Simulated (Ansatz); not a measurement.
# SnSiH4OF (SMILES [F][SnH][O][SiH3]): the energy to break a bond

SnSiH4OF has 8 atoms, charge 0, and is taken as a doublet. SMILES: `[F][SnH][O][SiH3]`. The shape was relaxed beforehand at B3LYP/def2-SVP. This is one conformer, not always the lowest.

```xyz
8

F    -1.6443    1.7904    1.0348
Sn   -0.4349    1.9349   -0.5005
O     0.2427    0.0688   -0.6744
Si    0.7309   -1.2035    0.2838
H    -1.4733    2.1583   -1.9168
H     1.7362   -2.0095   -0.4668
H    -0.4260   -2.0785    0.6339
H     1.3609   -0.7181    1.5501
```

Wanted: the dissociation energy of the Sn2–F1 bond into singlet SnSiH4O and doublet F (shapes relaxed at B3LYP/def2-SVP, no zero-point term). 1 Eh = 2625.50 kJ/mol = 27.2114 eV. Totals in Eh; open shells run unrestricted unless said.

```
                                                                  level  program     SnSiH4OF  singlet SnSiH4O   doublet F
                                        UBLYP/def2-SVP (core potential)   Ansatz  -680.983186      -581.224388  -99.628412
UB2PLYP/def2-SVP (core potential), 11 core orbitals frozen in the whole   Ansatz  -680.520725      -580.824294  -99.572184
RPA@PBE/def2-SVP (core potential), 11 core orbitals frozen in the whole   Ansatz  -679.590892      -579.975578  -99.515495
```

Q: Work out the dissociation energy at each level.

A: 
1. UBLYP/def2-SVP (core potential): (-581.224388) + (-99.628412) − (-680.983186) = 0.130386 Eh = 342.3 kJ/mol = 3.55 eV.
2. UB2PLYP/def2-SVP (core potential): (-580.824294) + (-99.572184) − (-680.520725) = 0.124247 Eh = 326.2 kJ/mol = 3.38 eV.
3. RPA@PBE/def2-SVP (core potential): (-579.975578) + (-99.515495) − (-679.590892) = 0.099819 Eh = 262.1 kJ/mol = 2.72 eV.

The levels span 262 to 342 kJ/mol; no measured value is set beside them. A fragment with an even electron count was run as a singlet and may have a lower triplet. A bond enthalpy at 298 K also holds the loss of zero-point energy and thermal terms.
